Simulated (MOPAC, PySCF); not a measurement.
C3H7B, SMILES `BC(=C)C`, neutral singlet in the gas phase. 

Cartesian coordinates (Å):
SMILES: BC(=C)C
```xyz
11

B      1.4716    -0.4965    -0.2177
C      0.0765     0.1202    -0.0022
C      0.0006     1.4570     0.0874
C     -1.1505    -0.7381     0.1026
H      1.6237    -1.6819    -0.3103
H      2.4255     0.2231    -0.2947
H      0.8917     2.0709     0.0110
H     -0.9423     1.9800     0.2384
H     -2.0583    -0.1485     0.2515
H     -1.2785    -1.3429    -0.7997
H     -1.0598    -1.4435     0.9337
```
Charge 0, multiplicity 1.

All levels are single points at this geometry (PBE0-D4/def2-TZVP); Pople sets use spherical d functions. Orbital energies aren't observables, and empty levels follow the basis.

```csv
level,HOMO (eV),LUMO (eV),gap (eV),dipole (D),"vertical IE, Delta-SCF (eV)"
PBE-D3(BJ)/def2-TZVP in PySCF,-6.91,-2.93,3.98,1.26,–
PBE0-D4/def2-TZVP in PySCF,-7.93,-1.94,5.99,1.17,10.08
B3LYP/3-21G in PySCF,-7.53,-1.83,5.70,1.27,–
BP86/6-31G* in PySCF,-6.72,-2.66,4.06,1.28,–
HF/3-21G in PySCF,-10.09,2.10,12.20,1.11,–
HF/6-31G* in PySCF,-9.98,2.28,12.25,1.00,8.61
HF/STO-3G in PySCF,-8.59,5.57,14.16,0.78,–
PM6 in MOPAC,-10.19,-0.52,9.67,0.69,–
PM7 in MOPAC,-10.24,-0.78,9.46,0.54,–
```
